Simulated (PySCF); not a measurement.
**Polarisability and C₆ of Xe⁺ (xenon, charge +1)**

[Kr] 4d10 5s2 5p4 6s1, high-spin 4P determinant (an excited configuration). Calculation: PySCF 2.14, in aug-cc-pVTZ-DK3 (8s7p5d2f, 68 functions); scalar relativity by spin-free X2C-1e. Coupled (time-dependent) response in atomic units; α is the mean over directions.

| method | mean α (bohr³) | α xx, yy, zz | C₆ (like pair) | S(−4) |
| --- | --- | --- | --- | --- |
| wB97X-V | 160.6 | 186.5, 108.8, 186.5 | 1807 | 23420 |

S(−4) is the Cauchy moment in α(ω) = α(0) + S(−4) ω² + …

Spin-orbit coupling is absent.

α(iu) at wB97X-V:

| u (hartree) | α(iu) (bohr³) |
| --- | --- |
| 0 | 160.6 |
| 0.0500 | 118.8 |
| 0.100 | 70.20 |
| 0.200 | 32.38 |
| 0.300 | 20.75 |
| 0.500 | 12.22 |
| 0.750 | 7.747 |
| 1.00 | 5.369 |
| 1.50 | 3.028 |
| 2.00 | 1.966 |
| 3.00 | 1.049 |
| 5.00 | 0.4558 |

A single London oscillator, α(iu) = α/(1 + u²/ω²), gives C₆ = (3/4) ω α². Matching the computed C₆ needs ω = 4 × 1807 / (3 × 160.6²) = 0.0934 hartree.

For an ion, C₆ is the dispersion term alone; charge-induced terms of lower order in 1/R come first.

The components differ because the open shell of this determinant is not spherical; for a pure term their mean is the scalar polarisability.

The outer electron is Rydberg-like, and this basis confines it to a smaller radius and binds it less than a complete one would.
